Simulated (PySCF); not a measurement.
# CH2F3NOSi

The system: CH2F3NOSi, a carbene (divalent C1, bonded to 1 N + 1 O); neutral, singlet. The structure, one conformer, was relaxed in the gas phase by PBE0-D3(BJ)/def2-SVP. No frequency run checks that it is a minimum.

SMILES: N[C]O[Si](F)(F)F

Coordinates in Å:
```
C1     -1.310   -0.490   -0.895
N2     -1.724    0.261    0.106
O3      0.043   -0.625   -0.877
Si4     1.374   -0.185   -0.052
F5      2.328    0.696   -0.968
F6      1.006    0.684    1.249
F7      2.178   -1.470    0.426
H8     -1.128    0.687    0.823
H9     -2.722    0.420    0.184
```

Shieldings: GIAO PBE0/pcSseg-2. Shifts are against computed references at the same level: C TMS (σ 184.1 ppm), H TMS (σ 31.24 ppm), Si TMS (σ 341.3 ppm). Core levels by delta-SCF with SCAN, pcX-2 on the ionised atom and pcseg-1 elsewhere, spin-free X2C (2p3/2 is the spin-free 2p value less a third of a first-order spin-orbit splitting); from the vacuum level, for chosen atoms.

Problem. Give the NMR and core-level values of the distinct atoms.

Solution. 
```json
{"atoms": "C1", "bonded to": "1 N + 1 O", "σ (ppm)": "-120.4", "δ (ppm)": "304.5", "core level (eV)": "1s 293.76"}
{"atoms": "N2", "bonded to": "1 C + 2 H", "σ (ppm)": "84.2", "δ (ppm)": "-", "core level (eV)": "1s 407.15"}
{"atoms": "O3", "bonded to": "1 C + 1 Si", "σ (ppm)": "117.7", "δ (ppm)": "-", "core level (eV)": "1s 539.97"}
{"atoms": "Si4", "bonded to": "3 F + 1 O", "σ (ppm)": "451.0", "δ (ppm)": "-109.7", "core level (eV)": "2p3/2 110.97"}
{"atoms": "F5", "bonded to": "1 Si", "σ (ppm)": "333.5", "δ (ppm)": "-", "core level (eV)": "1s 693.82"}
{"atoms": "F6", "bonded to": "1 Si", "σ (ppm)": "312.9", "δ (ppm)": "-", "core level (eV)": "-"}
{"atoms": "F7", "bonded to": "1 Si", "σ (ppm)": "333.7", "δ (ppm)": "-", "core level (eV)": "-"}
{"atoms": "H8", "bonded to": "1 N", "σ (ppm)": "23.55", "δ (ppm)": "7.70", "core level (eV)": "-"}
{"atoms": "H9", "bonded to": "1 N", "σ (ppm)": "24.12", "δ (ppm)": "7.12", "core level (eV)": "-"}
```

Values are those of this one static structure; atoms that internal rotation interchanges would show their mean in an NMR spectrum.

The core-hole state of C1 is spin-contaminated (⟨S²⟩ 0.84 against 0.75 for a pure doublet), so that value and differences from it are less sure.

Problem. By CAM-B3LYP/def2-SVPD (TDDFT singlets, Tamm-Dancoff triplets, ionisation by delta-SCF), where does absorption start, and what does vertical ionisation take?

Solution. The lowest singlet lies at 4.61 eV (f 0.015), the strongest of the first 6 at 8.16 eV (f 0.187), the lowest triplet at 2.79 eV; vertical ionisation takes 9.45 eV.

The 3 runs behind this took 100 s in all, one thread each of Arm Neoverse V2 on a shared host, launched as `OMP_NUM_THREADS=1 python cluster_run.py task.json out`.
